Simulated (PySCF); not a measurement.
AlFH (calculated)

All values are calculated (PySCF 2.14.0). Calculation on a computer-drawn molecule: vertical ionisation energy to the stated ion spin, frozen-core CCSD(T) at the basis limit and cheaper methods, single-reference cases, UHF for radicals, no spin-orbit; all values are single points at the evaluated structure, the first of each entry, which is the reference or a displaced copy of it and isn't optimised; the reference structure only sets the zero of the energies above reference; triples share is (T) over the correlation energy.

Common to all runs: charge 1; multiplicity 1; ion multiplicity 2; diffuse functions no; basis cc-pV(n+d)Z; reference is the Hartree-Fock double-zeta minimum; best is HF at quadruple zeta + MP2 correlation extrapolated from triple and quadruple zeta + CCSD(T) minus MP2 at triple zeta; basis step is the size of the change from the same recipe one zeta lower.

```json
{"entry": 1, "formula": "AlFH", "evaluated_structure": {"atoms_angstrom": [["F", 0.3, 2.3093, -0.6061], ["Al", -0.6606, 2.5397, 0.4931], ["H", -1.7684, 3.0099, 1.3103]]}, "reference_structure": {"atoms_angstrom": [["F", 0.3505, 2.1912, -0.6441], ["Al", -0.7959, 2.6126, 0.3928], ["H", -1.8943, 3.0164, 1.3863]]}, "given": {"drawn_bonds_atom": [1, 2], "drawn_bonds_other_atom": [2, 3], "drawn_bonds_order": [1, 1]}, "results": {"ionisation_energy_best [eV]": 21.46, "ionisation_energy_basis_step [eV]": 0.01638, "energy_above_reference_best [kcal/mol]": 10.61, "energy_above_reference_basis_step [kcal/mol]": 0.6891, "triple_zeta_method": ["HF", "PBE", "r2SCAN", "B3LYP", "wB97X", "MP2", "CCSD", "CCSD(T)"], "triple_zeta_ionisation_energy [eV]": [20.53, 21.08, 21.14, 21.45, 21.54, 21.18, 21.42, 21.39], "triple_zeta_energy_above_reference [kcal/mol]": [7.835, 12.51, 10.65, 10.76, 10.38, 11.2, 10.5, 10.97], "ionisation_energy_Koopmans_at_triple_zeta [eV]": 21.61, "ionisation_energy_EOM_CCSD_at_triple_zeta [eV]": 21.5, "total_energy_HF_triple_zeta [hartree]": -341.7404, "total_energy_CCSD(T)_triple_zeta [hartree]": -342.0607, "total_energy_best [hartree]": -342.1205, "T1_diagnostic_at_triple_zeta": 0.01288, "D1_diagnostic_at_triple_zeta": 0.02489, "ion_T1_diagnostic_at_triple_zeta": 0.02629, "ion_D1_diagnostic_at_triple_zeta": 0.09432, "ion_spin_squared_at_triple_zeta": 0.7511, "triples_share_at_triple_zeta": 0.0245, "basis_functions_triple_zeta": 83}}
{"entry": 2, "formula": "AlFH", "evaluated_structure": {"atoms_angstrom": [["F", 0.3295, 2.1951, -0.6407], ["Al", -0.8183, 2.5989, 0.3306], ["H", -1.8799, 2.9741, 1.3459]]}, "reference_structure": {"atoms_angstrom": [["F", 0.3505, 2.1912, -0.6441], ["Al", -0.7959, 2.6126, 0.3928], ["H", -1.8943, 3.0164, 1.3863]]}, "given": {"drawn_bonds_atom": [1, 2], "drawn_bonds_other_atom": [2, 3], "drawn_bonds_order": [1, 1]}, "results": {"ionisation_energy_best [eV]": 21.3, "ionisation_energy_basis_step [eV]": 0.00123, "energy_above_reference_best [kcal/mol]": 0.9417, "energy_above_reference_basis_step [kcal/mol]": 0.2403, "triple_zeta_method": ["HF", "PBE", "r2SCAN", "B3LYP", "wB97X", "MP2", "CCSD", "CCSD(T)"], "triple_zeta_ionisation_energy [eV]": [20.39, 20.89, 20.95, 21.25, 21.36, 21.0, 21.25, 21.22], "triple_zeta_energy_above_reference [kcal/mol]": [-0.09962, 1.627, 0.9782, 1.026, 0.8733, 1.117, 0.8545, 1.034], "ionisation_energy_Koopmans_at_triple_zeta [eV]": 21.44, "ionisation_energy_EOM_CCSD_at_triple_zeta [eV]": 21.33, "total_energy_HF_triple_zeta [hartree]": -341.7530, "total_energy_CCSD(T)_triple_zeta [hartree]": -342.0766, "total_energy_best [hartree]": -342.1359, "T1_diagnostic_at_triple_zeta": 0.01411, "D1_diagnostic_at_triple_zeta": 0.02635, "ion_T1_diagnostic_at_triple_zeta": 0.02853, "ion_D1_diagnostic_at_triple_zeta": 0.1007, "ion_spin_squared_at_triple_zeta": 0.7518, "triples_share_at_triple_zeta": 0.02573, "basis_functions_triple_zeta": 83}}
{"entry": 3, "formula": "AlFH", "evaluated_structure": {"atoms_angstrom": [["F", 0.3338, 2.1593, -0.7548], ["Al", -0.8544, 2.6822, 0.3817], ["H", -2.0353, 2.9944, 1.5501]]}, "reference_structure": {"atoms_angstrom": [["F", 0.3505, 2.1912, -0.6441], ["Al", -0.7959, 2.6126, 0.3928], ["H", -1.8943, 3.0164, 1.3863]]}, "given": {"drawn_bonds_atom": [1, 2], "drawn_bonds_other_atom": [2, 3], "drawn_bonds_order": [1, 1]}, "results": {"ionisation_energy_best [eV]": 20.64, "ionisation_energy_basis_step [eV]": 0.05011, "energy_above_reference_best [kcal/mol]": 9.289, "energy_above_reference_basis_step [kcal/mol]": 0.6554, "triple_zeta_method": ["HF", "PBE", "r2SCAN", "B3LYP", "wB97X", "MP2", "CCSD", "CCSD(T)"], "triple_zeta_ionisation_energy [eV]": [19.74, 20.16, 20.23, 20.54, 20.66, 20.32, 20.59, 20.54], "triple_zeta_energy_above_reference [kcal/mol]": [12.73, 6.691, 9.007, 8.91, 9.675, 9.338, 9.646, 9.071], "ionisation_energy_Koopmans_at_triple_zeta [eV]": 20.76, "ionisation_energy_EOM_CCSD_at_triple_zeta [eV]": 20.67, "total_energy_HF_triple_zeta [hartree]": -341.7326, "total_energy_CCSD(T)_triple_zeta [hartree]": -342.0638, "total_energy_best [hartree]": -342.1226, "T1_diagnostic_at_triple_zeta": 0.01743, "D1_diagnostic_at_triple_zeta": 0.03249, "ion_T1_diagnostic_at_triple_zeta": 0.0311, "ion_D1_diagnostic_at_triple_zeta": 0.09453, "ion_spin_squared_at_triple_zeta": 0.7644, "triples_share_at_triple_zeta": 0.02876, "basis_functions_triple_zeta": 83}}
{"entry": 4, "formula": "AlFH", "evaluated_structure": {"atoms_angstrom": [["F", 0.3597, 2.2003, -0.6505], ["Al", -0.805, 2.6139, 0.3906], ["H", -1.8875, 3.013, 1.3761]]}, "reference_structure": {"atoms_angstrom": [["F", 0.3505, 2.1912, -0.6441], ["Al", -0.7959, 2.6126, 0.3928], ["H", -1.8943, 3.0164, 1.3863]]}, "given": {"drawn_bonds_atom": [1, 2], "drawn_bonds_other_atom": [2, 3], "drawn_bonds_order": [1, 1]}, "results": {"ionisation_energy_best [eV]": 21.34, "ionisation_energy_basis_step [eV]": 0.00978, "energy_above_reference_best [kcal/mol]": 0.2539, "energy_above_reference_basis_step [kcal/mol]": 0.08196, "triple_zeta_method": ["HF", "PBE", "r2SCAN", "B3LYP", "wB97X", "MP2", "CCSD", "CCSD(T)"], "triple_zeta_ionisation_energy [eV]": [20.46, 20.83, 20.93, 21.22, 21.38, 21.04, 21.3, 21.25], "triple_zeta_energy_above_reference [kcal/mol]": [0.4877, 0.1615, 0.2549, 0.2129, 0.2313, 0.1524, 0.2825, 0.237], "ionisation_energy_Koopmans_at_triple_zeta [eV]": 21.52, "ionisation_energy_EOM_CCSD_at_triple_zeta [eV]": 21.37, "total_energy_HF_triple_zeta [hartree]": -341.7521, "total_energy_CCSD(T)_triple_zeta [hartree]": -342.0778, "total_energy_best [hartree]": -342.1370, "T1_diagnostic_at_triple_zeta": 0.01509, "D1_diagnostic_at_triple_zeta": 0.02824, "ion_T1_diagnostic_at_triple_zeta": 0.03232, "ion_D1_diagnostic_at_triple_zeta": 0.1161, "ion_spin_squared_at_triple_zeta": 0.7537, "triples_share_at_triple_zeta": 0.02666, "basis_functions_triple_zeta": 83}}
```
